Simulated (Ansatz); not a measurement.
Cost and result for the atomization energy of C3H9AlSi, SMILES `C=C(C)[SiH2][AlH2]` (14 atoms, 13 bonds).

```xyz
14

C     0.218   -1.876    0.844
C     0.385   -0.586    0.554
C     0.455    0.463    1.623
Si    0.485   -0.027   -1.235
Al   -1.441    1.379   -1.840
H     0.173   -2.639    0.073
H     0.126   -2.220    1.872
H    -0.333    1.213    1.495
H     0.353    0.028    2.620
H     1.407    1.002    1.580
H     1.731    0.783   -1.423
H     0.601   -1.228   -2.111
H    -2.193    2.219   -0.715
H    -1.967    1.488   -3.338
```

Charge 0, multiplicity 1. Geometry: relaxed with PBE0-D4/def2-TZVP. It is one conformer, not always the lowest. Program: Ansatz. All runs use 4 threads of an AMD EPYC 9R45 on a shared host. Times are those of one run each, without the atoms' runs, and a repeat can differ threefold. Electronic energies, without spin–orbit coupling; frozen cores. CCSD(T)/CBS adds CCSD(T) − MP2 in def2-TZVPP to the MP2 limit, and its time is that of the two runs behind it. T1 = 0.012. HSE06 is the plane-wave form, built on full-range PBE exchange.

CCSD(T)/CBS is a level of theory with its own doubt, some kJ/mol a heavy atom from the limit and from the frozen cores, so smaller differences don't rank the functionals.

```json
{"level": "LDA (SPW92)/def2-TZVPP", "functions": "303", "wall time": "0.7 s", "atomization (kJ/mol)": "5486.7", "difference from CCSD(T)/CBS": "586.9", "per bond": "45.2"}
{"level": "BLYP-D4/def2-TZVPP", "functions": "303", "wall time": "1 s", "atomization (kJ/mol)": "4866.6", "difference from CCSD(T)/CBS": "-33.2", "per bond": "-2.5"}
{"level": "BHLYP-D4/def2-TZVPP", "functions": "303", "wall time": "1.6 s", "atomization (kJ/mol)": "4814.6", "difference from CCSD(T)/CBS": "-85.2", "per bond": "-6.6"}
{"level": "HSE06-D4/def2-TZVPP", "functions": "303", "wall time": "1.6 s", "atomization (kJ/mol)": "4904.8", "difference from CCSD(T)/CBS": "5.0", "per bond": "0.4"}
{"level": "CCSD(T)/def2-SVP", "functions": "123", "wall time": "2 s", "atomization (kJ/mol)": "4676.1", "difference from CCSD(T)/CBS": "-223.7", "per bond": "-17.2"}
{"level": "r2SCANh-D4/def2-TZVPP", "functions": "303", "wall time": "2.1 s", "atomization (kJ/mol)": "4891.9", "difference from CCSD(T)/CBS": "-7.9", "per bond": "-0.6"}
{"level": "B2PLYP/def2-TZVPP", "functions": "303", "wall time": "2.8 s", "atomization (kJ/mol)": "4841.4", "difference from CCSD(T)/CBS": "-58.4", "per bond": "-4.5"}
{"level": "ωB97X-V/def2-TZVPP", "functions": "303", "wall time": "3.5 s", "atomization (kJ/mol)": "4916.4", "difference from CCSD(T)/CBS": "16.6", "per bond": "1.3"}
{"level": "B97M-V/def2-TZVPP", "functions": "303", "wall time": "3.8 s", "atomization (kJ/mol)": "4940.7", "difference from CCSD(T)/CBS": "40.9", "per bond": "3.1"}
{"level": "ωB97M-V/def2-TZVPP (with forces)", "functions": "303", "wall time": "5 s", "atomization (kJ/mol)": "4903.3", "difference from CCSD(T)/CBS": "3.5", "per bond": "0.3"}
{"level": "MP2/def2-QZVPP", "functions": "581", "wall time": "12 s", "atomization (kJ/mol)": "4872.9", "difference from CCSD(T)/CBS": "-26.9", "per bond": "-2.1"}
{"level": "CCSD(T)/def2-TZVPP", "functions": "303", "wall time": "2.8 min", "atomization (kJ/mol)": "4789.0", "difference from CCSD(T)/CBS": "-110.8", "per bond": "-8.5"}
{"level": "CCSD(T)/CBS(def2)", "functions": "–", "wall time": "3 min", "atomization (kJ/mol)": "4899.8", "difference from CCSD(T)/CBS": "0.0", "per bond": "0.0"}
```

At CCSD(T), def2-SVP lies −223.6 kJ/mol from the extrapolated value and def2-TZVPP −110.7 kJ/mol: correlation converges slowly with the basis, and small sets miss more of it in the bonded molecule than in its fragments. From r2SCAN to r2SCAN0 (25 % exact exchange), in def2-TZVPP and without D4, the atomization energy moves by −45.0 kJ/mol: exact exchange takes away binding that semilocal exchange gives to molecules. Leaving LDA and LC-ωPBE aside and taking each functional with its dispersion term where it has one, the values, not all of them listed here, spread over 130.1 kJ/mol, from BHLYP-D4 to PBE-D4. LDA lies +572.8 kJ/mol from PBE without D4, its usual overbinding.
